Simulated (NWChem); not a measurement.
Molecule: SiNH3F2; SMILES N[SiH](F)F

```xyz
7

Si     0.3146     0.0730     0.0049
N     -0.0961    -1.5660    -0.0998
F     -0.0954     0.8067    -1.3721
F     -0.5073     0.8915     1.1323
H      1.7539     0.2276     0.2886
H     -1.0070    -1.8910    -0.4012
H      0.4202    -2.2735     0.4075
```
Atoms are numbered in this order, from 1.

Computed with NWChem. Geometry optimised at PBE0/def2-SVP; all other runs use it. Pople sets run with spherical d functions.

```json
[
 {"quantity": "vertical, lowest state with f > 0.02, singlet (eV)", "level": "PBE/def2-SVP, full TDDFT", "value": "7.30"},
 {"quantity": "cavity-dispersion-structure term (kcal/mol) in diethyl ether", "level": "B3LYP/def2-SVP, SMD", "value": "0.6"},
 {"quantity": "highest occupied level (eV)", "level": "MPW1K/def2-SVP", "value": "-9.40"},
 {"quantity": "charge (e), Mulliken F3", "level": "Hartree-Fock/6-31G*", "value": "-0.54"},
 {"quantity": "dipole (D)", "level": "PBE0/def2-SVP", "value": "2.85"},
 {"quantity": "highest harmonic frequency (cm⁻¹)", "level": "PBE0/def2-SVP", "value": "3736"}
]
```
